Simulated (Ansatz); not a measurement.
```yaml
crystal:
  periodic: [false, false, false]
  atoms:
    - {symbol: Pb, position_ang: [1.406541, -2.074128, 1.110362]}
    - {symbol: Pb, position_ang: [-1.948598, 0.081318, 1.833115]}
    - {symbol: Pb, position_ang: [-0.943677, -1.354509, -2.107403]}
    - {symbol: Pb, position_ang: [2.281805, 1.771850, -0.061289]}
    - {symbol: Te, position_ang: [-0.078543, 3.159218, -1.166945]}
    - {symbol: Te, position_ang: [-1.548608, -2.694582, 0.586618]}
    - {symbol: Te, position_ang: [1.964468, -0.813596, -1.624972]}
    - {symbol: Te, position_ang: [0.934434, 0.653202, 2.421299]}
    - {symbol: Te, position_ang: [-2.067822, 1.271216, -0.990795]}
basis:
  gaussian: {orbitals: def2-TZVP, initial_orbitals: start.molden}
hamiltonian: {xc: pbe0, dispersion: d4}
scf: {omitted_lower_state_checks: [starts]}
output: {orbitals: {seedname: orbitals}}
```

The file start.molden holds the orbitals of an earlier run on this structure, at another level or in another basis.

```sh
$ ansatz run in.yaml --threads 4 --pin off --events-out ev --progress --plain --max-ram 6963MiB
```

Problem. Does this run fit into the memory that it is given?

Solution. No. It has 450 basis functions, and Ansatz plans for 8 GiB where 7 GiB are given.
